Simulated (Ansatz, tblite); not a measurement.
Cost and result up the ladder for `CC[SiH](C)C[SiH](C)C[SiH](C)C[SiH](C)C` (44 atoms). The state is a singlet with charge 0. Geometry: PBE-D4/def2-SVP.

| atom | x (Å) | y (Å) | z (Å) |
| --- | --- | --- | --- |
| C1 | -3.058 | -4.536 | 1.362 |
| C2 | -4.023 | -3.578 | 0.652 |
| Si3 | -3.574 | -1.735 | 0.808 |
| C4 | -3.637 | -1.187 | 2.620 |
| C5 | -1.846 | -1.403 | 0.097 |
| Si6 | -1.395 | 0.421 | -0.161 |
| C7 | -2.440 | 1.153 | -1.557 |
| C8 | 0.449 | 0.617 | -0.562 |
| Si9 | 1.116 | 2.392 | -0.528 |
| C10 | 1.194 | 3.014 | 1.257 |
| C11 | 2.831 | 2.513 | -1.333 |
| Si12 | 4.169 | 1.327 | -0.699 |
| C13 | 5.890 | 1.996 | -1.118 |
| C14 | 3.955 | -0.394 | -1.460 |
| H15 | -2.024 | -4.442 | 0.967 |
| H16 | -3.007 | -4.335 | 2.453 |
| H17 | -3.358 | -5.598 | 1.241 |
| H18 | -5.058 | -3.707 | 1.042 |
| H19 | -4.082 | -3.819 | -0.433 |
| H20 | -4.597 | -0.944 | 0.024 |
| H21 | -4.644 | -1.354 | 3.053 |
| H22 | -2.904 | -1.753 | 3.230 |
| H23 | -3.396 | -0.109 | 2.718 |
| H24 | -1.097 | -1.866 | 0.777 |
| H25 | -1.748 | -1.922 | -0.882 |
| H26 | -1.691 | 1.175 | 1.117 |
| H27 | -2.244 | 0.617 | -2.509 |
| H28 | -2.204 | 2.224 | -1.713 |
| H29 | -3.523 | 1.063 | -1.334 |
| H30 | 1.039 | 0.013 | 0.163 |
| H31 | 0.628 | 0.173 | -1.566 |
| H32 | 0.169 | 3.280 | -1.305 |
| H33 | 1.901 | 2.403 | 1.854 |
| H34 | 1.534 | 4.069 | 1.297 |
| H35 | 0.197 | 2.956 | 1.739 |
| H36 | 3.189 | 3.557 | -1.190 |
| H37 | 2.730 | 2.367 | -2.431 |
| H38 | 4.060 | 1.205 | 0.805 |
| H39 | 6.685 | 1.314 | -0.752 |
| H40 | 6.012 | 2.105 | -2.215 |
| H41 | 6.057 | 2.991 | -0.657 |
| H42 | 4.014 | -0.342 | -2.567 |
| H43 | 2.977 | -0.842 | -1.192 |
| H44 | 4.753 | -1.081 | -1.110 |

Ansatz on 2 threads of AMD EPYC 7R13 on a shared host and a share (18 GiB) of an NVIDIA H100 80GB HBM3; xTB runs through tblite on one thread. Times are rough, summed over both states, and most runs start from the orbitals of an earlier one. PBE0-D4/def2-TZVP serves as the yardstick here, not as an exact answer. The other state is a doublet.

The xTB rows come from tblite. B3LYP takes the VWN-RPA correlation. Single mean-field runs in def2-TZVP are fitted with def2-universal-jkfit.

Raw xTB energies of ions are shifted by several eV.

```json
{"level": "PBE0-D4/def2-TZVP (with forces)", "functions": "638", "vertical IE (eV)": "8.84", "difference from PBE0-D4/def2-TZVP (eV)": "0.00"}
{"level": "B3LYP-D4/def2-TZVP", "functions": "638", "vertical IE (eV)": "8.81", "difference from PBE0-D4/def2-TZVP (eV)": "-0.02"}
{"level": "PBE-D4/def2-TZVP (with forces)", "functions": "638", "vertical IE (eV)": "8.26", "difference from PBE0-D4/def2-TZVP (eV)": "-0.58"}
{"level": "GFN2-xTB", "functions": "106", "vertical IE (eV)": "11.86", "difference from PBE0-D4/def2-TZVP (eV)": "3.02"}
{"level": "GFN1-xTB", "functions": "136", "vertical IE (eV)": "12.75", "difference from PBE0-D4/def2-TZVP (eV)": "3.92"}
```

(1) Estimate how long each takes.

Answers

(1) GFN2-xTB 0.15 s; GFN1-xTB 0.2 s; B3LYP-D4/def2-TZVP 9.9 s; PBE-D4/def2-TZVP (with forces) 12 s; PBE0-D4/def2-TZVP (with forces) 13 s. On shared hardware such times vary by a factor of up to 3.
